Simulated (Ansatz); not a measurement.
Mulliken charges of CH5FN2Si (`C=N[SiH](N)F`) from B3LYP/def2-TZVPP in Ansatz (PBE0-D4/def2-TZVP geometry).

| atom | x (Å) | y (Å) | z (Å) | charge (e) |
| --- | --- | --- | --- | --- |
| C1 | -1.693 | 0.879 | 0.530 | -0.081 |
| N2 | -1.094 | 0.025 | -0.174 | -0.295 |
| Si3 | 0.597 | 0.067 | -0.537 | 0.721 |
| N4 | 1.220 | -1.440 | -0.095 | -0.397 |
| F5 | 1.308 | 1.281 | 0.242 | -0.336 |
| H6 | -2.772 | 0.790 | 0.704 | 0.107 |
| H7 | -1.203 | 1.742 | 1.005 | 0.099 |
| H8 | 0.817 | 0.368 | -1.965 | -0.105 |
| H9 | 2.178 | -1.709 | -0.233 | 0.138 |
| H10 | 0.724 | -2.054 | 0.527 | 0.149 |

Problem. By hand: the dipole of these point charges (1 e Å = 4.8032 D).

Solution. Σ q r = (-0.127, -0.213, 0.005) e Å, of length 0.248 e Å = 1.19 D.

Problem. How does the dipole of the full density compare? (An estimate is asked.)

Solution. Computed: (-0.022, -0.146, 0.197) e Å, 1.18 D; the point charges give 1.01 times that, at 55° from its direction.

Point charges leave out the atoms' own dipoles, such as those of lone pairs, and Mulliken's split depends on the basis, so the two needn't agree.

B3LYP here is the variant with VWN-RPA as its local correlation; programs differ in this.
